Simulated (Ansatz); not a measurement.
The lowest singlet and triplet of H2P (SMILES [PH2+]); geometries from B3LYP-D3(BJ)/def2-TZVP, each state relaxed from the structure named, with no frequency check.
Singlet (charge 1, multiplicity 1):
```xyz
3

P     -0.00041     0.11677     0.00000
H     -1.02299    -0.87941     0.00000
H      1.02917    -0.87217     0.00000
```

A positive gap puts the triplet lower; no zero-point energy. R- takes a restricted singlet. The triplet is unrestricted in single-reference levels. Active spaces average the two states.

Frozen-core correlation.

Codes used: Ansatz (a program for electronic structure). 

**Question.** What is the computed gap E(singlet) − E(triplet), vertical, at the singlet's geometry (FIC-NEVPT4(SD) on SA-CASSCF(6,6)/cc-pV(Q+d)Z)?

**Answer.** -1.32 eV

**Question.** What gap E(singlet) − E(triplet), vertical, at the singlet's geometry does SC-NEVPT2 on SA-CASSCF(6,6)/cc-pV(D+d)Z give?

**Answer.** -1.20 eV

**Question.** What is the computed gap E(singlet) − E(triplet), vertical, at the singlet's geometry (R-CCSDT/cc-pV(T+d)Z)?

**Answer.** -1.27 eV

Doubts at one or more of the structures used: a restricted determinant that unrestricted orbitals would lower (R-CCSDT/cc-pV(T+d)Z).
